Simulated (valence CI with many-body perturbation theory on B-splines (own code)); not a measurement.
# E1 transitions of Tb58+

Method: configuration interaction combined with many-body perturbation theory (CI+MBPT): five valence electrons over a frozen Dirac-Fock core [He], radial functions for each j: 11 s, 11 p, 10 d, 8 f, 5 g, 2 h, with the one-electron correlation potential Σ1 (screened to all orders), the two-electron term Σ2, the three-electron term Σ3, Breit, model QED; selected single and double excitations, second order for the rest, scaled by the run's own slope (own B-spline code, finite nucleus).

The last digits are not significant, and no measured levels were compared; by estimate large intervals hold to a few tenths of a per cent, small ones and those within an open d or f shell to about a per cent. Among the levels kept, up to 7300 cm⁻¹ of a level comes from second order outside the variational space, and about a tenth of that is noise between levels of different J, which matters for small intervals.

Lines 201 to 250 of 580 in falling wavelength, among levels below 9343.2 eV, chosen from the strongest by gf and those to the six lowest levels. Wavelengths and rates use the calculated energies. Electric multipoles are in the length gauge, E1 and E2 with the static RPA response of the core. Weak lines are less certain than strong ones. Lines between different terms over intervals too small for the method are left out, as are lines whose strength nearly cancels. The highest levels of a list are the least certain.

Levels are named by their leading jj configuration (3d3/2^4 stands for four electrons in 3d with j = 3/2), which in mixed levels can hold well under half, so a name can repeat and another be missing. Letters in brackets count levels of one name in rising energy.

```
λ vac (nm)                               Upper                               Lower   A (s⁻¹)  S (a.u.)
     1.167       (2p1/2^2 2p3/2^2 3d3/2) J=5/2  (2s 2p1/2^2 2p3/2 3d3/2) J=5/2 [b]  7.20e+11  3.39e-03
     1.166       (2p1/2^2 2p3/2^2 3d3/2) J=7/2  (2s 2p1/2^2 2p3/2 3d3/2) J=5/2 [b]  1.97e+12  1.23e-02
     1.162        (2s 2p1/2 2p3/2^3) J=3/2 [a]          (2s^2 2p1/2 2p3/2^2) J=3/2  2.85e+12  8.82e-03
     1.161       (2p1/2^2 2p3/2^2 3p1/2) J=5/2  (2s 2p1/2^2 2p3/2 3p1/2) J=3/2 [b]  1.36e+12  6.32e-03
     1.155       (2p1/2^2 2p3/2^2 3d3/2) J=3/2  (2s 2p1/2^2 2p3/2 3d3/2) J=3/2 [b]  1.17e+12  3.57e-03
     1.153       (2p1/2^2 2p3/2^2 3d3/2) J=5/2  (2s 2p1/2^2 2p3/2 3d3/2) J=3/2 [b]  1.28e+12  5.82e-03
     1.148  (2s 2p1/2 2p3/2^2 3d5/2) J=7/2 [c]  (2s^2 2p1/2 2p3/2 3d5/2) J=5/2 [b]  6.88e+11  4.11e-03
     1.148  (2s 2p1/2 2p3/2^2 3p3/2) J=5/2 [d]  (2s^2 2p1/2 2p3/2 3p3/2) J=3/2 [b]  1.34e+12  6.00e-03
     1.146  (2s 2p1/2 2p3/2^2 3p3/2) J=7/2 [c]  (2s^2 2p1/2 2p3/2 3p3/2) J=5/2 [b]  9.69e+11  5.77e-03
     1.146   (2p1/2^2 2p3/2^2 3p3/2) J=3/2 [a]  (2s 2p1/2^2 2p3/2 3p3/2) J=1/2 [b]  2.13e+12  6.32e-03
     1.145            (2s 2p1/2 2p3/2^3) J=5/2          (2s^2 2p1/2 2p3/2^2) J=5/2  2.83e+12  1.26e-02
     1.144  (2s 2p1/2 2p3/2^2 3d5/2) J=9/2 [c]  (2s^2 2p1/2 2p3/2 3d5/2) J=7/2 [b]  1.12e+12  8.28e-03
     1.141  (2s 2p1/2 2p3/2^2 3d5/2) J=5/2 [d]  (2s^2 2p1/2 2p3/2 3d5/2) J=5/2 [b]  1.22e+12  5.36e-03
     1.140  (2s 2p1/2^2 2p3/2 3d3/2) J=3/2 [b]          (2s^2 2p1/2^2 3d3/2) J=3/2  2.42e+12  7.07e-03
     1.137  (2s 2p1/2 2p3/2^2 3d5/2) J=3/2 [c]      (2s^2 2p1/2 2p3/2 3d5/2) J=1/2  1.60e+12  4.64e-03
     1.136  (2s 2p1/2 2p3/2^2 3p3/2) J=1/2 [d]  (2s^2 2p1/2 2p3/2 3p3/2) J=1/2 [b]  3.11e+12  4.51e-03
     1.136  (2s 2p1/2^2 2p3/2 3d5/2) J=7/2 [b]          (2s^2 2p1/2^2 3d5/2) J=5/2  3.26e+12  1.89e-02
     1.135  (2s 2p1/2 2p3/2^2 3d5/2) J=7/2 [e]  (2s^2 2p1/2 2p3/2 3d5/2) J=7/2 [b]  2.26e+12  1.31e-02
     1.135            (2s 2p1/2 2p3/2^3) J=1/2          (2s^2 2p1/2 2p3/2^2) J=1/2  2.03e+12  2.93e-03
     1.134  (2s 2p1/2^2 2p3/2 3p3/2) J=5/2 [b]          (2s^2 2p1/2^2 3p3/2) J=3/2  3.58e+12  1.55e-02
     1.134  (2s 2p1/2 2p3/2^2 3d5/2) J=5/2 [e]  (2s^2 2p1/2 2p3/2 3d5/2) J=3/2 [b]  1.71e+12  7.36e-03
     1.133  (2s 2p1/2 2p3/2^2 3p3/2) J=3/2 [f]  (2s^2 2p1/2 2p3/2 3p3/2) J=3/2 [b]  1.26e+12  3.63e-03
     1.132  (2s 2p1/2 2p3/2^2 3d5/2) J=7/2 [c]  (2s^2 2p1/2 2p3/2 3d5/2) J=5/2 [a]  7.49e+11  4.29e-03
     1.130  (2s 2p1/2 2p3/2^2 3p3/2) J=5/2 [f]  (2s^2 2p1/2 2p3/2 3p3/2) J=5/2 [b]  3.34e+12  1.43e-02
     1.129     (2s 2p1/2 2p3/2^2 3s) J=1/2 [a]     (2s^2 2p1/2 2p3/2 3s) J=3/2 [a]  2.70e+12  3.84e-03
     1.129  (2s 2p1/2 2p3/2^2 3p3/2) J=3/2 [g]  (2s^2 2p1/2 2p3/2 3p3/2) J=1/2 [b]  1.25e+12  3.55e-03
     1.129  (2s 2p1/2 2p3/2^2 3d3/2) J=7/2 [c]      (2s^2 2p1/2 2p3/2 3d3/2) J=7/2  2.81e+12  1.59e-02
     1.129      (2s 2p1/2^2 2p3/2 3p1/2) J=1/2          (2s^2 2p1/2^2 3p1/2) J=1/2  3.22e+12  4.57e-03
     1.128               (2p1/2 2p3/2^4) J=1/2        (2s 2p1/2 2p3/2^3) J=3/2 [b]  8.12e+12  1.15e-02
     1.128     (2s 2p1/2 2p3/2^2 3s) J=1/2 [b]         (2s^2 2p1/2 2p3/2 3s) J=1/2  2.24e+12  3.17e-03
     1.127  (2s 2p1/2 2p3/2^2 3p3/2) J=3/2 [d]  (2s^2 2p1/2 2p3/2 3p3/2) J=5/2 [a]  1.17e+12  3.31e-03
     1.127          (2s^2 2p3/2^2 3p3/2) J=5/2         (2s^2 2p1/2 2p3/2 3s) J=5/2  1.10e+12  4.68e-03
     1.126  (2s 2p1/2^2 2p3/2 3p1/2) J=3/2 [b]          (2s^2 2p1/2^2 3p1/2) J=1/2  3.18e+12  8.96e-03
     1.126  (2s 2p1/2^2 2p3/2 3d3/2) J=5/2 [b]          (2s^2 2p1/2^2 3d3/2) J=3/2  2.93e+12  1.24e-02
     1.126     (2s 2p1/2^2 2p3/2 3s) J=3/2 [b]             (2s^2 2p1/2^2 3s) J=1/2  2.27e+12  6.39e-03
     1.125        (2s 2p1/2 2p3/2^3) J=3/2 [b]          (2s^2 2p1/2 2p3/2^2) J=1/2  1.77e+12  4.98e-03
     1.124     (2s 2p1/2 2p3/2^2 3s) J=3/2 [d]     (2s^2 2p1/2 2p3/2 3s) J=3/2 [b]  4.40e+12  1.23e-02
     1.123  (2s 2p1/2 2p3/2^2 3d5/2) J=5/2 [d]  (2s^2 2p1/2 2p3/2 3d5/2) J=3/2 [a]  2.01e+12  8.46e-03
     1.123  (2s 2p1/2 2p3/2^2 3d5/2) J=5/2 [c]  (2s^2 2p1/2 2p3/2 3d5/2) J=7/2 [a]  2.15e+12  9.02e-03
     1.123  (2s 2p1/2 2p3/2^2 3p1/2) J=5/2 [c]      (2s^2 2p1/2 2p3/2 3p1/2) J=5/2  4.48e+12  1.88e-02
     1.122     (2s 2p1/2 2p3/2^2 3s) J=3/2 [c]         (2s^2 2p1/2 2p3/2 3s) J=5/2  3.82e+12  1.07e-02
     1.122  (2s 2p1/2^2 2p3/2 3d5/2) J=5/2 [b]          (2s^2 2p1/2^2 3d5/2) J=5/2  3.68e+12  1.54e-02
     1.122            (2s 2p1/2 2p3/2^3) J=5/2          (2s^2 2p1/2 2p3/2^2) J=3/2  1.70e+11  7.12e-04
     1.121  (2s 2p1/2 2p3/2^2 3d5/2) J=5/2 [e]  (2s^2 2p1/2 2p3/2 3d5/2) J=5/2 [b]  1.30e+12  5.43e-03
     1.121             (2p1/2^2 2p3/2^3) J=3/2          (2s 2p1/2^2 2p3/2^2) J=3/2  5.77e+12  1.61e-02
     1.121  (2s 2p1/2 2p3/2^2 3p3/2) J=7/2 [c]      (2s^2 2p1/2 2p3/2 3p3/2) J=7/2  4.55e+12  2.53e-02
     1.121         (2s 2p1/2^2 2p3/2 3s) J=1/2             (2s^2 2p1/2^2 3s) J=1/2  2.38e+12  3.31e-03
     1.121  (2s 2p1/2 2p3/2^2 3p3/2) J=1/2 [c]  (2s^2 2p1/2 2p3/2 3p3/2) J=3/2 [a]  4.64e+12  6.45e-03
     1.121  (2s 2p1/2^2 2p3/2 3d5/2) J=3/2 [b]          (2s^2 2p1/2^2 3d5/2) J=5/2  4.01e+12  1.11e-02
     1.120  (2s 2p1/2 2p3/2^2 3p1/2) J=1/2 [b]  (2s^2 2p1/2 2p3/2 3p1/2) J=3/2 [a]  3.00e+12  4.16e-03
```
